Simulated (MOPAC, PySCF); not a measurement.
C$_{2}$H$_{12}$InNSi$_{2}$, SMILES `C[N](C)[In]([SiH3])[SiH3]` (C–N–In–Si torsion 1°), neutral singlet in the gas phase. 

Z-matrix (Å, degrees):
```
In
N 1 2.0617
C 2 1.4438 1 123.51
H 3 1.1017 2 111.24 1 -0.24
H 3 1.1111 4 107.31 2 122.92
H 3 1.1111 4 107.34 5 114.07
C 2 1.4438 3 112.99 4 179.79
H 7 1.1017 2 111.24 3 179.85
H 7 1.1111 8 107.31 2 122.93
H 7 1.1111 8 107.34 9 114.07
Si 1 2.5950 2 111.66 3 -0.53
H 11 1.4937 1 111.95 2 175.79
H 11 1.4954 12 107.90 1 122.29
H 11 1.4956 12 107.85 13 115.86
Si 1 2.5950 2 111.63 3 179.50
H 15 1.4937 1 111.95 2 176.90
H 15 1.4954 16 107.89 1 122.26
H 15 1.4956 16 107.86 17 115.86
```
Charge 0, spin multiplicity 1.

All levels are single points at this geometry (B3LYP-D3(BJ)/def2-SVP); Pople sets use spherical d functions. Orbital energies aren't observables, and empty levels follow the basis.

| level | HOMO (eV) | LUMO (eV) | gap (eV) | dipole (D) | vertical IE, Delta-SCF (eV) |
|---|---|---|---|---|---|
| M06-2X/def2-TZVP in PySCF | -7.14 | -1.22 | 5.92 | 0.05 | 7.64 |
| PBE-D3(BJ)/def2-TZVP in PySCF | -4.87 | -2.38 | 2.49 | 0.55 | – |
| B3LYP/6-311+G** (LANL2DZ on In) in PySCF | -5.73 | -1.87 | 3.86 | 0.09 | – |
| B3LYP/LANL2DZ in PySCF | -5.50 | -1.60 | 3.90 | 0.67 | – |
| PBE/6-31G* (LANL2DZ on In) in PySCF | -4.69 | -2.19 | 2.50 | 0.87 | – |
| HF/6-31G* (LANL2DZ on In) in PySCF | -8.64 | 0.83 | 9.47 | 0.39 | 8.33 |
| AM1 in MOPAC | -8.80 | -1.34 | 7.46 | 1.12 | – |
| PM6 in MOPAC | -7.75 | -0.58 | 7.17 | 0.32 | – |
| PM7 in MOPAC | -8.00 | 0.40 | 8.40 | 0.85 | – |
